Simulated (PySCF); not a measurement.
Cd(H)(SiH3) (CdH4Si), SMILES [SiH3][CdH]. Atoms are numbered in the order given.

```xyz
6

Cd     0.0000     0.0000    -0.6509
H      0.0000     0.0000    -2.3502
Si     0.0000     0.0000     1.8786
H      1.1956     0.6903     2.4305
H      0.0000    -1.3805     2.4305
H     -1.1956     0.6903     2.4305
```

Geometry: B3LYP-D3(BJ)/def2-TZVP. The def2 effective core potentials stand for the cores of Cd; spin–orbit coupling is left out.

Method: PySCF with IEF-PCM-B3LYP/def2-SVP.

The values are the electrostatic part of the solvation free energy, E(continuum) − E(gas) at the gas-phase geometry, in a cavity of scaled van der Waals radii (PySCF's table); cavitation and dispersion terms are not included. A continuum can't describe solvent molecules that bind to the metal. In vacuum the orbital gap is 5.63 eV. The dipole moment in vacuum is 0.19 D.

Computed values in water (ε = 78.36), chlorobenzene (ε = 5.70), benzene (ε = 2.27):
| solvent | ε | ΔG(elec) (kcal/mol) | dipole (D) | gap (eV) |
|---|---|---|---|---|
| water | 78.36 | -7.2 | 0.37 | 6.07 |
| chlorobenzene | 5.70 | -5.3 | 0.32 | 5.95 |
| benzene | 2.27 | -3.0 | 0.26 | 5.82 |
